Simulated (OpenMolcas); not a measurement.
A run on Sc II.

- Program: OpenMolcas 26.06
- Method: XMS-CASPT2, IPEA 0.6 Eh, no level shift (closed shells correlated: 3s 3p)
- Basis: ANO-RCC-VQZP [7s6p4d3f2g1h]
- Scalar Hamiltonian: DKH4, point nucleus
- Active space: 2 electrons in 6 orbitals (3d 4s)
- State averaging: 2S+1 = 3 even, 15 roots; 2S+1 = 1 even, 21 roots kept (CI in the orbitals of an earlier block)
- Spin-orbit coupling: state interaction with AMFI integrals over the reference wave functions, term energies averaged over their components

First CASPT2 step and the start of its output:

```
&CASPT2
XMultistate=15 1 2 3 4 5 6 7 8 9 10 11 12 13 14 15
Frozen=2 3
IPEA=0.6
MaxIter=60
WThr=0.0 0.3 0.05
PrWF=0.5
NoMix
```

```
--- CASPT2 ---
Orbital specifications:
      -----------------------

      Symmetry species                           1   2
                                                ag  au
      Frozen orbitals                            2   3
      Inactive orbitals                          1   3
      Active orbitals                            6   0
      Secondary orbitals                        36  44
      Deleted orbitals                           0   0
      Number of basis functions                 45  50
Type of calculation                        XMS-CASPT2
      Fock operator                              state-average
      IPEA shift                                 0.60
      Real shift                                 0.00
      Imaginary shift                            0.00
      The input orbitals will be transformed to quasi-canonical
      The input states will be rotated to diagonalize the Fock operator
Reference energy:        -763.0821458435
      E2 (Non-variational):      -0.3381504097
      E2 (Variational):          -0.3381504481
      Total energy:            -763.4202962916
      Residual norm:              0.0000003636
      Reference weight:           0.89024
      Contributions to the CASPT2 correlation energy
      Active & Virtual Only:         -0.0190296661
      One Inactive Excited:          -0.0819088746
      Two Inactive Excited:          -0.2372118689
Reference energy:        -763.0821458435
      E2 (Non-variational):      -0.3380890324
      E2 (Variational):          -0.3380890699
      Total energy:            -763.4202349133
      Residual norm:              0.0000003561
      Reference weight:           0.89027
      Contributions to the CASPT2 correlation energy
      Active & Virtual Only:         -0.0190297872
...
```

Over all roots the printed reference weights run from 0.42 to 0.91, and roots that are degenerate in the reference spread by up to 3300 cm-1.

Q: Did the run give usable levels, and if not, why?

A: No. The equations converged, but the reference weight falls to 0.42 for at least one root against 0.91 for the best. A drop of that size marks an intruder state, so the energies of such roots and the levels built on them can't be trusted.
